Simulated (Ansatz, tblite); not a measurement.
Cost and result up the ladder for SiO4H4 (the lowest singlet isomer of a short search) (9 atoms). Charge 0, multiplicity 1. Geometry: r2SCAN-D4/def2-SVP.

```tsv
atom	x (Å)	y (Å)	z (Å)
Si1	-0.405	0.004	-0.528
O2	-1.322	-1.325	-1.044
O3	1.414	0.626	0.261
O4	-0.969	0.483	0.971
O5	0.238	-1.508	-0.815
H6	-0.361	1.089	-1.516
H7	-1.769	0.003	1.221
H8	2.016	-0.136	0.260
H9	1.157	0.765	1.191
```

Ansatz on 4 threads of INTEL XEON PLATINUM 8581C on a shared host; xTB runs through tblite on one thread. Times are rough, summed over both states, and most runs start from the orbitals of an earlier one. No level here is sound enough to serve as a yardstick. The other state is a triplet.

The xTB rows come from tblite. The structure comes from a short search, and lower isomers may exist.

xTB has no spin-polarisation term.

```json
{"level": "GFN1-xTB", "functions": "33", "vertical triplet (eV)": "5.73", "remarks": "–"}
{"level": "PBE-D4/def2-TZVP", "functions": "185", "vertical triplet (eV)": "2.49", "remarks": "–"}
{"level": "GFN2-xTB", "functions": "29", "vertical triplet (eV)": "4.90", "remarks": "–"}
{"level": "r2SCAN-D4/def2-TZVP", "functions": "185", "vertical triplet (eV)": "2.39", "remarks": "restricted SCF unstable in HF (singlet)"}
{"level": "PBE0-D4/def2-TZVP", "functions": "185", "vertical triplet (eV)": "2.49", "remarks": "restricted SCF unstable in HF (singlet)"}
```

Estimate how long each takes.

GFN2-xTB 0.007 s; GFN1-xTB 0.009 s; PBE-D4/def2-TZVP 2.3 s; PBE0-D4/def2-TZVP 3.3 s; r2SCAN-D4/def2-TZVP 3.9 s. On shared hardware such times vary by a factor of up to 3.
